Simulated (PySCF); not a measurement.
Gas-phase reaction: HfI₄ + 2 O = HfO₂ + 2 I₂

Computed with PySCF and rigid-rotor harmonic-oscillator thermochemistry at 1 bar. † marks an energy on the PBE0/def2-TZVP geometry and frequencies; other levels use their own. Open shells (unrestricted): O (multiplicity 3); the rest are closed-shell singlets. Spin-orbit splitting is ignored; it lowers the true energy and changes the entropy of O. Hf, I: scalar-relativistic def2 core potential, no spin-orbit coupling.

```tsv
level	ΔH°(298 K), kJ
HF/def2-TZVP†	___
M06-2X/def2-TZVP†	___
PBE0/def2-QZVP†	___
PBE0/def2-TZVP	-196
r2SCAN/def2-TZVP†	-213
LDA/def2-TZVP†	-441
```

Fill in the missing entries.


- HF/def2-TZVP†, ΔH°(298 K), kJ: 336
- M06-2X/def2-TZVP†, ΔH°(298 K), kJ: -165
- PBE0/def2-QZVP†, ΔH°(298 K), kJ: -210
